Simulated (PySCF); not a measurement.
**Unknowns**

Calculated, not measured (PySCF): geometry from GFN2-xTB, shieldings: GIAO PBE0/pcSseg-1. One averaged value for each set of equivalent atoms, gas phase, non-relativistic Hamiltonian, a single conformation.

δ = σ(ref) − σ, references computed at the same level: ¹H (σ = 31.72 ppm) and ¹³C (σ = 186.93 ppm) vs TMS. Splittings of carbon signals by F and P are missing where no couplings were computed. Where no couplings were computed, multiplicities follow the n + 1 count of equivalent neighbours, and m marks all less simple cases (inequivalent or close neighbours, rings, F or P nearby). Shifts are as computed. Against solution values, carbons near 30 ppm lie about +3 ppm off and those near 130 ppm about +5 ppm. Of 1211 compounds with measured shifts, 218 miss one by over three times the rms of a fit or turn the order of signals round; such compounds aren't used in these exercises.

Q: C8H11FOSi. ¹H NMR (400 MHz, computed): δ 6.60 (m, 1H), 6.45 (m, 1H), 6.28 (m, 1H), 5.23 (d, 2H), 5.18 (m, 1H), 5.08 (m, 1H), 4.91 (m, 2H), 2.69 (m, 2H). ¹³C{¹H} NMR (computed): δ 146.5 (C), 144.4 (CH), 144.2 (CH2), 108.7 (CH2), 98.7 (C), 85.2 (C), 84.8 (CH2), 25.1 (CH2). Identify the compound.

A: `FCCC#CC(O[SiH2]C=C)=C`. The formula gives 4 degrees of unsaturation (no ring in the answer). 8 carbon signals for 8 carbons: no two carbons are equivalent. Carbon types of the structure: 3 × C, 1 × CH, 4 × CH2, leaving 2 H on heteroatoms. δC 144.4: alkene CH; as expected for a trigonal carbon in a double bond. δC 144.2: terminal =CH2 carbon; as expected for a trigonal carbon in a double bond. δC 98.7, 85.2: alkyne carbon; the triple bond shields along its axis, which puts it between sp3 and sp2 carbons. δC 84.8: sp3 CH2 bonded to F; the inductive effect lowers its shielding.

This is the structure that produced the data.

Q: C8H7FO2. ¹H NMR (400 MHz, computed): δ 6.80 (m, 1H), 6.75 (m, 1H), 2.64 (q, 2H), 1.14 (t, 3H). ¹³C{¹H} NMR (computed): δ 193.8, 185.6, 165.7, 142.0, 140.1, 137.2, 20.6, 17.0. Identify the compound.

A: `CCC1=C(F)C(=O)C=CC1=O`. Rings plus π bonds: 5 (1 ring in the answer). 8 carbon signals for 8 carbons: no two carbons are equivalent. Carbon types of the structure: 4 × C, 2 × CH, 1 × CH2, 1 × CH3, which accounts for all hydrogens. δC 193.8, 185.6: ketone carbonyl carbon; the double bond to the heteroatom, with no lone-pair donor beside it, deshields it most. δC 165.7, 142.0, 140.1, 137.2: β carbon of a C=C–C=O unit; conjugation with the carbonyl draws π density from the β position. δC 20.6: allylic sp3 CH2; a saturated carbon with 2 carbon neighbours and no heteroatom attached. δH 6.80, 6.75: hydrogen on a β carbon of a C=C–C=O unit; a vinylic proton, deshielded by the sp2 carbon and the C=C anisotropy.

The data come from this structure; uniqueness wasn't tested.
